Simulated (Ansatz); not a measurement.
Ansatz (a first-principles code) input (B3LYP-D3(BJ)/def2-TZVP):

Ansatz 0.2 input:
```yaml
crystal:
  periodic: [false, false, false]
  atoms:
    - {symbol: Ni, position_ang: [-0.00000000, -0.00000000, -0.79061630]}
    - {symbol: Cl, position_ang: [0.00000000, 0.00000000, 1.30219155]}
basis:
  gaussian:
    orbitals: def2-TZVP
hamiltonian:
  xc: b3lyp
  dispersion: d3bj
magnetization: {spin_polarized: true, initial_magnetization: 1}
phonons: {temperatures: {t_min: 298.15, t_max: 298.15, t_step: 100}}
```

Output:

```
Functional definition: B3LYP
integrals: 0.03 GiB planned
723 factors; integrals over basis functions are off by at most 3.1e-4 eV
mean field: 0.40 GiB planned
mean field evaluation 1: about -53555.2910 eV, gradient 8.1e1 eV
mean field evaluation 2: about -52993.7788 eV, gradient 3.6e2 eV
mean field evaluation 4: about -53568.4632 eV, gradient 1.3e1 eV
mean field evaluation 8: about -53568.9630 eV, gradient 4.8e-1 eV
mean field evaluation 16: about -53569.0045 eV, gradient 9.1e-3 eV
mean field evaluation 32: about -53569.0134 eV, gradient 2.8e-3 eV
mean field evaluation 64: about -53568.9685 eV, gradient 1.6e-1 eV
mean field -53569.01339381 eV, -1968.6249318409 hartree, gradient 2.8e-7 eV, S^2 0.760921; 7 other end points of the search recorded, 0 dependent functions left out
the calculation of the forces begins
reference -53569.01359083 eV, -1968.6249390814 hartree; 23, 22 occupied and 59, 60 virtual orbitals, 723 factors
these checks for a lower state are left out or cut short: stability, starts, cluster_reference, orbital_swaps, neighbouring_geometries, increment
integrals: 0.03 GiB planned
723 factors; integrals over basis functions are off by at most 3.1e-4 eV
mean field: 0.40 GiB planned
mean field evaluation 96: about -53569.0134 eV, gradient 5.7e-5 eV
mean field -53569.01339379 eV, -1968.6249318403 hartree, gradient 4.6e-6 eV, S^2 0.760921; 0 other end points of the search recorded, 0 dependent functions left out
the calculation of the forces begins
reference -53569.01359081 eV, -1968.6249390808 hartree; 23, 22 occupied and 59, 60 virtual orbitals, 723 factors
these checks for a lower state are left out or cut short: stability, starts, cluster_reference, orbital_swaps, neighbouring_geometries, increment
integrals: 0.03 GiB planned
723 factors; integrals over basis functions are off by at most 3.1e-4 eV
mean field: 0.40 GiB planned
mean field -53569.01339379 eV, -1968.6249318403 hartree, gradient 4.4e-6 eV, S^2 0.760920; 0 other end points of the search recorded, 0 dependent functions left out
the calculation of the forces begins
reference -53569.01359081 eV, -1968.6249390808 hartree; 23, 22 occupied and 59, 60 virtual orbitals, 723 factors
these checks for a lower state are left out or cut short: stability, starts, cluster_reference, orbital_swaps, neighbouring_geometries, increment
integrals: 0.03 GiB planned
723 factors; integrals over basis functions are off by at most 3.1e-4 eV
mean field: 0.40 GiB planned
mean field -53569.01339379 eV, -1968.6249318403 hartree, gradient 2.2e-6 eV, S^2 0.760921; 0 other end points of the search recorded, 0 dependent functions left out
the calculation of the forces begins
reference -53569.01359081 eV, -1968.6249390808 hartree; 23, 22 occupied and 59, 60 virtual orbitals, 723 factors
these checks for a lower state are left out or cut short: stability, starts, cluster_reference, orbital_swaps, neighbouring_geometries, increment
integrals: 0.03 GiB planned
723 factors; integrals over basis functions are off by at most 3.1e-4 eV
mean field: 0.40 GiB planned
mean field -53569.01339379 eV, -1968.6249318403 hartree, gradient 2.2e-6 eV, S^2 0.760921; 0 other end points of the search recorded, 0 dependent functions left out
the calculation of the forces begins
reference -53569.01359081 eV, -1968.6249390808 hartree; 23, 22 occupied and 59, 60 virtual orbitals, 723 factors
these checks for a lower state are left out or cut short: stability, starts, cluster_reference, orbital_swaps, neighbouring_geometries, increment
integrals: 0.03 GiB planned
723 factors; integrals over basis functions are off by at most 3.0e-4 eV
mean field: 0.40 GiB planned
mean field -53569.01338380 eV, -1968.6249314734 hartree, gradient 6.7e-6 eV, S^2 0.760945; 0 other end points of the search recorded, 0 dependent functions left out
the calculation of the forces begins
reference -53569.01358079 eV, -1968.6249387126 hartree; 23, 22 occupied and 59, 60 virtual orbitals, 723 factors
these checks for a lower state are left out or cut short: stability, starts, cluster_reference, orbital_swaps, neighbouring_geometries, increment
integrals: 0.03 GiB planned
723 factors; integrals over basis functions are off by at most 3.1e-4 eV
mean field: 0.40 GiB planned
mean field evaluation 128: about -53569.0133 eV, gradient 6.9e-5 eV
mean field -53569.01332573 eV, -1968.6249293393 hartree, gradient 6.2e-6 eV, S^2 0.760895; 0 other end points of the search recorded, 0 dependent functions left out
the calculation of the forces begins
reference -53569.01352279 eV, -1968.6249365812 hartree; 23, 22 occupied and 59, 60 virtual orbitals, 723 factors
these checks for a lower state are left out or cut short: stability, starts, cluster_reference, orbital_swaps, neighbouring_geometries, increment
integrals: 0.03 GiB planned
723 factors; integrals over basis functions are off by at most 3.1e-4 eV
mean field: 0.40 GiB planned
mean field -53569.01339379 eV, -1968.6249318403 hartree, gradient 4.4e-6 eV, S^2 0.760920; 0 other end points of the search recorded, 0 dependent functions left out
the calculation of the forces begins
reference -53569.01359081 eV, -1968.6249390808 hartree; 23, 22 occupied and 59, 60 virtual orbitals, 723 factors
these checks for a lower state are left out or cut short: stability, starts, cluster_reference, orbital_swaps, neighbouring_geometries, increment
integrals: 0.03 GiB planned
723 factors; integrals over basis functions are off by at most 3.1e-4 eV
mean field: 0.40 GiB planned
mean field -53569.01339379 eV, -1968.6249318403 hartree, gradient 4.6e-6 eV, S^2 0.760921; 0 other end points of the search recorded, 0 dependent functions left out
the calculation of the forces begins
reference -53569.01359081 eV, -1968.6249390808 hartree; 23, 22 occupied and 59, 60 virtual orbitals, 723 factors
these checks for a lower state are left out or cut short: stability, starts, cluster_reference, orbital_swaps, neighbouring_geometries, increment
integrals: 0.03 GiB planned
723 factors; integrals over basis functions are off by at most 3.1e-4 eV
mean field: 0.40 GiB planned
mean field -53569.01339379 eV, -1968.6249318403 hartree, gradient 2.2e-6 eV, S^2 0.760921; 0 other end points of the search recorded, 0 dependent functions left out
the calculation of the forces begins
reference -53569.01359081 eV, -1968.6249390808 hartree; 23, 22 occupied and 59, 60 virtual orbitals, 723 factors
these checks for a lower state are left out or cut short: stability, starts, cluster_reference, orbital_swaps, neighbouring_geometries, increment
integrals: 0.03 GiB planned
723 factors; integrals over basis functions are off by at most 3.1e-4 eV
mean field: 0.40 GiB planned
mean field -53569.01339379 eV, -1968.6249318403 hartree, gradient 2.2e-6 eV, S^2 0.760921; 0 other end points of the search recorded, 0 dependent functions left out
the calculation of the forces begins
reference -53569.01359081 eV, -1968.6249390808 hartree; 23, 22 occupied and 59, 60 virtual orbitals, 723 factors
these checks for a lower state are left out or cut short: stability, starts, cluster_reference, orbital_swaps, neighbouring_geometries, increment
integrals: 0.03 GiB planned
723 factors; integrals over basis functions are off by at most 3.1e-4 eV
mean field: 0.40 GiB planned
mean field evaluation 160: about -53569.0133 eV, gradient 6.3e-2 eV
mean field -53569.01332573 eV, -1968.6249293393 hartree, gradient 6.2e-6 eV, S^2 0.760895; 0 other end points of the search recorded, 0 dependent functions left out
the calculation of the forces begins
reference -53569.01352279 eV, -1968.6249365812 hartree; 23, 22 occupied and 59, 60 virtual orbitals, 723 factors
these checks for a lower state are left out or cut short: stability, starts, cluster_reference, orbital_swaps, neighbouring_geometries, increment
integrals: 0.03 GiB planned
723 factors; integrals over basis functions are off by at most 3.0e-4 eV
mean field: 0.40 GiB planned
mean field -53569.01338380 eV, -1968.6249314734 hartree, gradient 6.7e-6 eV, S^2 0.760945; 0 other end points of the search recorded, 0 dependent functions left out
the calculation of the forces begins
reference -53569.01358079 eV, -1968.6249387126 hartree; 23, 22 occupied and 59, 60 virtual orbitals, 723 factors
Total energy: -53569.08036628 eV, -1968.6273930341 hartree
Atom 0 at    -0.000000    -0.000000    -0.790616 Å, force    -0.000000    -0.000000     0.001074 eV/Å
Atom 1 at     0.000000     0.000000     1.302192 Å, force     0.000000    -0.000000    -0.001074 eV/Å
Dipole moment:     0.004075     0.000000    -1.027191 e Å
Vibrations: 392.14 cm⁻¹, zero-point energy 0.024310 eV
```

The spin state was set by rule; other spins were not relaxed.
